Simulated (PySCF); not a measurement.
C7H12O2.
SMILES with atom numbers: `[CH3:1][CH2:2][O:3][C@@H:4]1[CH2:5][CH2:6][C:7](=[O:8])[CH2:9]1`

Definitions: NICS(0) = −σiso at the ring centroid; NICS(1) = −σiso and NICS(1)zz = −σzz at ±1 Å along the ring normal z. Level: GIAO PBE0/pcSseg-1 (PySCF, non-relativistic, gas phase) on the GFN2-xTB geometry, one conformer.

Ring bond lengths (Å), with Mayer bond orders in brackets: C4–C5 1.535 (1.02), C5–C6 1.524 (1.01), C6–C7 1.511 (0.98), C7–C9 1.517 (0.96), C9–C4 1.535 (0.98).

Q: Give the NICS values of each ring in ppm.

A: 
```csv
ring,type,NICS(0),"NICS(1), two faces","NICS(1)zz, two faces",rms pucker (Å),"centre to ring atoms, mean (Å)"
C4–C5–C6–C7–C9,5-membered carbocycle; formal bonds all single,1.6,-2.6 / -1.8,-3.8 / -2.0,0.16,1.28
```

Q: What do they say, and how far can they be read as aromaticity?

A: 
- C4–C5–C6–C7–C9: mean NICS(1)zz -2.9 ppm, near zero. C4, C5, C6, C9 have four or more neighbours; no verdict on aromaticity is drawn.

Q: At the second NICS(1) probe listed for ring C4–C5–C6–C7–C9, 1 Å off the ring, what do the in-plane components average?

A: The isotropic value is a third of the trace: (3 × -1.8 − (-2.0))/2 = -1.7 ppm.

Q: List the ring angles and the Hirshfeld charges of the ring atoms.

A: 
- C4–C5–C6–C7–C9: C4 103.6° (+0.045 e), C5 104.0° (-0.076 e), C6 105.4° (-0.082 e), C7 108.2° (+0.171 e), C9 105.4° (-0.091 e); sum 526.7° against 540° for a flat convex ring.

Q: What are the shieldings of the ring atoms and their hydrogens in the same run (means over atoms taken as equivalent)?

A: 
```
  atoms                    environment  σ isotropic (ppm)  principal values of the symmetric part, first atom (ppm)
     C4     sp3 carbon bound to oxygen              105.8                                         83.0, 93.7, 140.8
     C5                ring CH2 carbon              152.0                                       135.4, 147.1, 173.5
     C6  sp3 carbon next to a carbonyl              148.5                                       132.1, 138.5, 174.9
     C7         ketone carbonyl carbon              -35.2                                       -108.2, -61.5, 64.2
     C9  sp3 carbon next to a carbonyl              142.5                                       131.7, 138.2, 157.7
H on C4               methine hydrogen              27.65                                          24.6, 27.0, 31.3
H on C5             methylene hydrogen              29.81                                          25.3, 27.9, 36.2
H on C5             methylene hydrogen              29.46                                          25.9, 28.0, 34.5
H on C6             methylene hydrogen              29.16                                          25.2, 28.2, 34.1
H on C6             methylene hydrogen              29.62                                          25.5, 28.1, 35.4
H on C9             methylene hydrogen              29.29                                          24.8, 30.2, 32.9
H on C9             methylene hydrogen              29.76                                          26.1, 27.4, 35.7
```
